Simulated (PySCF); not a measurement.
CH3AlBrFO, SMILES C[O][Al]([F])[Br]. Atoms are numbered in the order given.

```xyz
8

Al     0.6792    -0.5166     0.0000
F      2.3329    -0.5060     0.0000
Br    -0.4292     1.4315     0.0000
O     -0.1129    -1.9937     0.0000
C     -1.4226    -2.4922     0.0000
H     -1.5906    -3.1213    -0.8914
H     -1.5906    -3.1213     0.8914
H     -2.1828    -1.6893     0.0000
```
Charge 0, spin multiplicity 1.

The structure is a stationary point at B3LYP-D3(BJ)/def2-SVP. The values are those of a single conformer.

All values below come from PBE/def2-TZVP (PySCF).

ESP charges are fitted to the potential on shells at 1.4 to 2.0 van der Waals radii. Atomic charges (e):

| atom | Mulliken | ESP fit | Löwdin | meta-Löwdin |
|---|---|---|---|---|
| Al1 | 0.61 | 0.86 | -0.39 | 1.15 |
| F2 | -0.29 | -0.38 | 0.01 | -0.50 |
| Br3 | -0.21 | -0.23 | 0.31 | -0.28 |
| O4 | -0.26 | -0.32 | 0.11 | -0.59 |
| C5 | -0.21 | -0.31 | -0.36 | -0.12 |
| H6 | 0.12 | 0.14 | 0.11 | 0.12 |
| H7 | 0.12 | 0.14 | 0.11 | 0.12 |
| H8 | 0.12 | 0.09 | 0.11 | 0.10 |
